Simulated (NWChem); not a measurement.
Species: Si2H4O, singlet; SMILES O[Si][SiH3]

```xyz
7

Si    -0.7304     0.8688    -0.0612
O      0.7820     1.6194     0.0627
H      1.5821     1.0584     0.0739
Si     0.0935    -1.4524    -0.0169
H      1.5815    -1.5010    -0.3153
H     -0.5993    -2.4143    -0.9515
H     -0.0770    -2.0026     1.3835
```
Atoms are numbered in this order, from 1.

Level: PBE-D3(BJ)/def2-SVP (NWChem), optimised geometry, unscaled harmonic frequencies. Low-valent species are run as closed-shell singlets; no triplet was tried in these runs.

**Question.** List the harmonic frequencies with IR intensities, and the thermochemistry.

**Answer.** 
```
frequency (cm⁻¹)  IR intensity (km/mol)
----------------  ---------------------
38                                  0.2
153                                17.5
301                                36.8
344                                22.8
457                                20.4
577                                94.4
761                               304.0
819                               108.8
844                                 0.8
889                                21.3
891                                28.0
2083                               94.0
2113                               79.8
2139                               86.7
3678                               51.3
```

```
Item                                                                               Result
-----------------------------------------------------------------------  ----------------
zero-point energy                                                           23.0 kcal/mol
thermal correction to the enthalpy at 298.15 K (with zero-point energy)     27.3 kcal/mol
heat capacity Cv                                                         18.5 cal/(mol K)
entropy at 298.15 K and 1 atm (symmetry number 1)                        76.7 cal/(mol K)
dipole moment                                                                      0.98 D
```

Rigid rotor and harmonic oscillator; modes under 100 cm⁻¹ make the entropy uncertain.
